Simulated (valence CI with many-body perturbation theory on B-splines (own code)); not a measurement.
Results of a calculation; reference values are marked as such.
## From CI to CI+MBPT in Lu L

Level of theory: valence CI with perturbative core correlation (CI+MBPT): four valence electrons over a frozen Dirac-Fock core [Ar], a basis of 9 s, 9 p, 10 d, 8 f, 5 g, 3 h, 1 i functions for each j, with the one-electron correlation potential Σ1, the two-electron term Σ2, the three-electron term Σ3, Breit, model QED; selected CI, second order for the rest (own B-spline code, finite nucleus).

The last digits are not significant, and no measured levels were compared; by estimate large intervals hold to a few tenths of a per cent, small ones and those within an open d or f shell to about a per cent. The list stops below the first excitations out of the core. Only levels of the ground parity were solved; by the run's estimate the other parity begins above the list, which can be wrong where configurations are misplaced.

Each rung adds one term. CI alone is the Dirac-Coulomb CI over the frozen core; QED comes last and gives the full result, which names the levels. Energies are above (3d3/2^4) J=0 on the same rung, in cm⁻¹.

Levels are named by their leading jj configuration (3d3/2^4 stands for four electrons in 3d with j = 3/2), which in mixed levels can hold well under half, so a name can repeat and another be missing. Letters in brackets count levels of one name in rising energy.

```csv
Level,CI alone,+ Σ1,+ Σ2,+ Σ3,+ Breit,Full
(3d3/2^3 3d5/2) J=1,418654,420557,424673,425894,413729,415042
(3d3/2^3 3d5/2) J=4,523269,525226,529570,529359,505789,507106
(3d3/2^3 3d5/2) J=2,538109,540168,541853,543169,525622,527010
(3d3/2^3 3d5/2) J=3,566702,568746,570489,570995,552683,554049
(3d3/2^2 3d5/2^2) J=0 [a],906993,910813,916430,916372,894162,896773
(3d3/2^2 3d5/2^2) J=2 [a],915315,919060,924291,926246,901656,904211
(3d3/2^2 3d5/2^2) J=4 [a],936897,940754,948784,949785,916084,918717
(3d3/2^2 3d5/2^2) J=3 [a],949675,953532,959390,960474,931516,934139
(3d3/2^2 3d5/2^2) J=5,987342,991205,999474,1000120,960985,963600
(3d3/2^2 3d5/2^2) J=6,1015900,1019780,1029520,1029770,983047,985669
(3d3/2^2 3d5/2^2) J=1,1016820,1020750,1023010,1024430,997662,1000310
(3d3/2^2 3d5/2^2) J=3 [b],1049790,1053660,1055790,1056480,1024580,1027180
(3d3/2^2 3d5/2^2) J=4 [b],1055600,1059520,1064110,1063650,1026090,1028720
(3d3/2^2 3d5/2^2) J=2 [b],1065590,1069520,1070480,1072040,1040390,1043030
(3d3/2^2 3d5/2^2) J=2 [c],1157330,1161310,1161510,1162530,1136300,1138940
(3d3/2^2 3d5/2^2) J=4 [c],1203150,1207190,1207550,1209010,1176750,1179420
(3d3/2^2 3d5/2^2) J=2 [d],1296040,1300180,1296110,1297360,1270830,1273540
(3d3/2^2 3d5/2^2) J=0 [b],1405520,1409940,1404900,1406660,1383080,1385980
(3d3/2 3d5/2^3) J=4 [a],1428460,1434180,1443400,1443820,1401050,1404940
(3d3/2 3d5/2^3) J=3 [a],1435770,1441500,1449140,1449890,1410950,1414850
(3d3/2 3d5/2^3) J=1 [a],1474490,1480240,1485040,1485290,1450180,1454080
(3d3/2 3d5/2^3) J=5,1490660,1496470,1505740,1506200,1455330,1459270
(3d3/2 3d5/2^3) J=6,1498750,1504560,1516520,1516940,1460550,1464480
(3d3/2 3d5/2^3) J=2 [a],1549430,1555240,1558420,1560250,1519980,1523900
(3d3/2 3d5/2^3) J=3 [b],1569520,1575340,1578730,1579050,1535330,1539250
(3d3/2 3d5/2^3) J=0,1639140,1644850,1642080,1639020,1601410,1605210
(3d3/2 3d5/2^3) J=3 [c],1681600,1687510,1688460,1689610,1649640,1653580
(3d3/2 3d5/2^3) J=1 [b],1681030,1686920,1685420,1687190,1653710,1657640
(3d3/2 3d5/2^3) J=4 [b],1690850,1696740,1699110,1700020,1655880,1659800
(3d3/2 3d5/2^3) J=2 [b],1722310,1728190,1725550,1726820,1688180,1692080
```

(1) How does the ionisation energy move along the ladder, and which term matters most?

Answers

(1) CI alone 4396.6, + Σ1 4399.2, + Σ2 4407.9, + Σ3 4408.1, + Breit 4404.0, + QED 4404.2 eV. The largest step is Σ2, 8.7 eV. NIST lists 4403 ± 4 eV (theoretical).
